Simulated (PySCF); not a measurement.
In(Br)(Me)2, SMILES [CH3][In]([CH3])[Br] (C2H6BrIn), singlet (PBE0/def2-SVP optimised geometry):

```
10

In    -0.324    -0.081     0.000
Br     2.205    -0.081     0.000
C     -1.128     1.914     0.000
H     -1.778     2.058     0.875
H     -1.726     2.077    -0.908
H     -0.304     2.639     0.031
C     -1.109    -2.083     0.004
H     -2.205    -2.091    -0.076
H     -0.808    -2.580     0.939
H     -0.673    -2.639    -0.838
```

Method: PBE0/def2-TZVP, def2 effective core potentials past Kr run with PySCF.

### Question
What are the frontier orbital energies and the dipole moment?

### Answer
HOMO-2 -8.20 eV, HOMO-1 -7.80 eV, HOMO -7.36 eV, LUMO -1.29 eV, LUMO+1 -0.67 eV; dipole moment 3.77 D.

On the same geometry PBE/def2-TZVP, def2 effective core potentials past Kr run with PySCF gives HOMO-2 -7.04 eV, HOMO-1 -6.57 eV, HOMO -6.17 eV, LUMO -2.01 eV, LUMO+1 -1.50 eV; dipole moment 3.64 D.
